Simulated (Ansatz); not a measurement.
`N[SiH](O)N[SiH3]` + HCl → `N[SiH](Cl)N[SiH3]` + H₂O  (ligand exchange at the Si–O bond)

Calculated with Ansatz (gas phase, PBE0-D4/def2-TZVP geometries, no zero-point term in ΔE). CBS: MP2 limit from def2 TZ/QZ plus the TZ coupled-cluster correction, frozen cores. This one scheme is used for every species. DFT in def2-TZVPP. B3LYP here is the variant with VWN-RPA as its local correlation; programs differ in this. One conformer a species, not always the lowest.

`N[SiH](O)N[SiH3]`:

Cartesian coordinates in Å:
```
N -1.275 -1.384 1.362
Si -1.027 -0.084 0.288
O -1.270 -0.317 -1.324
N 0.620 0.380 0.457
Si 1.641 1.064 -0.758
H -0.624 -2.149 1.432
H -2.204 -1.656 1.640
H -2.038 0.941 0.627
H -0.721 -0.963 -1.772
H 0.990 0.383 1.396
H 1.816 0.128 -1.903
H 2.970 1.312 -0.138
H 1.120 2.344 -1.307
```

HCl:

Z-matrix (Å, degrees):
```
Cl
H 1 1.279
```

`N[SiH](Cl)N[SiH3]`:

```xyz
12

N     1.134    1.711    1.111
Si    1.038    0.182    0.379
Cl    1.658    0.079   -1.596
N    -0.592   -0.320    0.322
Si   -1.460   -1.142   -0.935
H     0.581    2.482    0.772
H     2.008    2.025    1.503
H     1.971   -0.691    1.124
H    -1.115   -0.158    1.171
H    -1.721   -0.271   -2.109
H    -0.738   -2.352   -1.401
H    -2.763   -1.545   -0.342
```

H₂O:

Cartesian coordinates in Å:
```
O 0.274 -0.267 -0.074
H -0.585 -0.180 -0.493
H 0.312 0.447 0.566
```

```tsv
level	ΔE (kcal/mol)	difference from CCSD(T)/CBS
PBE-D4	-1.8	-0.9
B3LYP-D4	-0.2	0.7
ωB97M-V	-0.4	0.5
B3LYP	0.9	1.8
HF/def2-TZVPP	1.6	2.5
MP2/def2-TZVPP	-0.6	0.3
CCSD/def2-TZVPP	1.0	1.9
HF/def2-QZVPP	1.7	2.6
MP2/CBS(def2)	-2.2	-1.3
CCSD/CBS(def2)	-0.6	0.3
CCSD(T)/CBS	-0.9	0
```

Largest T1 diagnostic among the species: 0.011.

The D4 term adds −1.1 kcal/mol with B3LYP and −0.6 kcal/mol with PBE0; it sums over pairs of atoms, weighted by their polarisabilities, and B3LYP, whose exchange is more repulsive, gets the larger term. In def2-TZVPP, CCSD(T) changes the Hartree–Fock value by −1.0 kcal/mol (the triples alone add −0.3 kcal/mol) and MP2 by −2.2 kcal/mol.

CCSD(T)/CBS has its own doubt, a few kJ/mol and more with outer-core shells, so smaller differences from it don't rank the levels.
